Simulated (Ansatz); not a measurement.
C3H9FOSn (`CC(C)[O][SnH2][F]`). Total charge 0; spin multiplicity 1. Sn: def2 effective core potential. The structure was optimised at the PBE0-D4/def2-TZVP level. It is one conformer, not always the lowest.

```xyz
15

C     0.779    1.212   -1.370
C    -0.055    0.386   -0.414
C    -0.541    1.198    0.771
O     0.754   -0.700    0.024
Sn   -0.035   -2.365    0.640
F    -0.920   -1.965    2.303
H     0.204    2.060   -1.751
H     1.664    1.595   -0.856
H     1.109    0.606   -2.216
H    -0.932    0.002   -0.962
H    -1.161    2.035    0.440
H     0.313    1.595    1.325
H    -1.131    0.584    1.456
H    -1.295   -2.837   -0.403
H     1.247   -3.406    1.011
```

(1) What is the dipole moment at ωB97M-V/def2-TZVPP? (Best estimate.)

(2) And with PBE, r2SCAN, B3LYP? (Estimate.)

(3) Give the Mulliken charges with ωB97M-V, r2SCAN, PBE in def2-TZVPP. (Best estimate.)

Answers

(1) The calculation gave: 2.34 D, with components (0.02, -0.93, -2.15) D in this frame, pointing from negative to positive charge.

(2) The calculation gave: PBE 2.19 D, r2SCAN 2.26 D, B3LYP 2.32 D.

(3) Computed: 
| atom | ωB97M-V | r2SCAN | PBE |
| --- | --- | --- | --- |
| C1 | -0.28 | -0.13 | -0.23 |
| C2 | 0.06 | 0.23 | 0.15 |
| C3 | -0.27 | -0.14 | -0.23 |
| O4 | -0.53 | -0.55 | -0.47 |
| Sn5 | 1.00 | 1.06 | 0.98 |
| F6 | -0.49 | -0.50 | -0.45 |
| H7 | 0.09 | 0.04 | 0.07 |
| H8 | 0.11 | 0.04 | 0.08 |
| H9 | 0.10 | 0.04 | 0.08 |
| H10 | 0.07 | -0.01 | 0.03 |
| H11 | 0.10 | 0.04 | 0.07 |
| H12 | 0.11 | 0.05 | 0.08 |
| H13 | 0.10 | 0.05 | 0.08 |
| H14 | -0.08 | -0.11 | -0.12 |
| H15 | -0.07 | -0.10 | -0.10 |

B3LYP here is the variant with VWN-RPA as its local correlation; programs differ in this.
